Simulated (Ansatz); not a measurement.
Reactions of AlCl2F, SMILES `[F][Al]([Cl])[Cl]`.

Computed with Ansatz on PBE0-D4/def2-TZVP structures; ΔE is electronic, products minus reactants. CCSD(T)/CBS adds triple-zeta CCSD(T) − MP2 to the extrapolated MP2 energy (def2 sets, frozen cores). Small cases extrapolate CCSD(T) itself. Functionals use def2-TZVPP. For Br, Se outer-core shells are correlated without core-valence functions, which leaves a few kJ/mol of doubt a bond. Scalar relativity is left out up to krypton. One conformer a species, not always the lowest.

```tsv
reaction	PBE-D4 (eV)	CCSD/CBS(def2) (eV)	CCSD(T)/CBS(def2) (eV)
`[F][Al]([Cl])[Cl]` + H₂O → `[OH][Al]([F])[Cl]` + HCl	0.23	0.23	0.24
`[F][Al]([Cl])[Cl]` + `C[SeH]` → `C[Se][Al]([Cl])[Cl]` + H–F	0.50	0.61	0.56
`[F][Al]([Cl])[Cl]` + HCl → `[Cl][Al]([Cl])[Cl]` + H–F	0.18	0.22	0.20
`[F][Al]([Cl])[Cl]` + HBr → `[F][Al]([Cl])[Br]` + HCl	0.00	-0.01	-0.01
`[F][Al]([Cl])[Cl]` + `N=C=O` → `O=C=[N][Al]([F])[Cl]` + HCl	0.23	0.15	0.17
`[F][Al]([Cl])[Cl]` + `CN[SiH](C)S` → `C[NH][Al]([F])[Cl]` + `C[SiH](S)Cl`	0.09	0.15	0.14
`[F][Al]([Cl])[Cl]` + `C=CCC=C` → `C=C[CH2][Al]([Cl])[Cl]` + `C=CF`	1.89	2.29	2.24
`[F][Al]([Cl])[Cl]` + `C[SiH2]Cl` → `C[SiH](Cl)[Al]([F])[Cl]` + HCl	1.34	1.61	1.58
`[F][Al]([Cl])[Cl]` + `C[SeH]` → `C[Se][Al]([F])[Cl]` + HCl	0.33	0.41	0.38
`[F][Al]([Cl])[Cl]` + `CCCCF` → `C[CH2][Al]([Cl])[Cl]` + `FCCF`	2.15	2.42	2.41
```

Largest T1 diagnostic: 0.018, for `N=C=O`.

Extrapolated directly: `[F][Al]([Cl])[Cl]` + H₂O → `[OH][Al]([F])[Cl]` + HCl; `[F][Al]([Cl])[Cl]` + HCl → `[Cl][Al]([Cl])[Cl]` + H–F.
